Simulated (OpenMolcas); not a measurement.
An OpenMolcas run meant for neutral zinc (ANO-RCC-VQZP, DKH2; inactive shells 1s 2s 2p 3s 3p 3d; intended active space 2 electrons in 8 orbitals (4s 4p 5s 5p)). One step of its input:

```
&CASPT2
Multistate=1 1
Frozen=3 6
IPAE=0.25
Imaginary=0.1
MaxIter=60
WThr=0.0 0.3 0.05
PrWF=0.5
NoMix
```

Lines from the output:

```
|        MOLCAS_PRINT = 2
  |       MOLCAS_SOURCE = <dir>
  |    MOLCAS_STRUCTURE = 0
  |
   -----------------------------------------------------------------------------------------
++ ---------   Input file   ---------
>>> COPY JOB002 $Project.JobIph
&CASPT2
Multistate=1 1
Frozen=3 6
IPAE=0.25
Imaginary=0.1
MaxIter=60
WThr=0.0 0.3 0.05
PrWF=0.5
NoMix
-- ----------------------------------
>>> COPY JOB002 a.JobIph
*** symbolic link created: INPORB -> a.RasOrb
--- Start Module: caspt2 at  ---
()()()()()()()()()()()()()()()()()()()()()()()()()()()()()()()()()()()()()()()()()()()()()()()()()()
                                              &CASPT2
                                   only a single process is used
                       available to each process: 2.3 GB of memory, 1 thread
()()()()()()()()()()()()()()()()()()()()()()()()()()()()()()()()()()()()()()()()()()()()()()()()()()
 ###    ERROR: Unrecognized keyword: IPAE                                    ###
--- Stop Module: caspt2 at  /rc=_RC_INPUT_ERROR_ ---
.####################.
.# User input error #.
.####################.
```

What is wrong with the input?

A keyword is misspelt. OpenMolcas reads the first four letters of a keyword, so the setting is refused or falls back to its default.
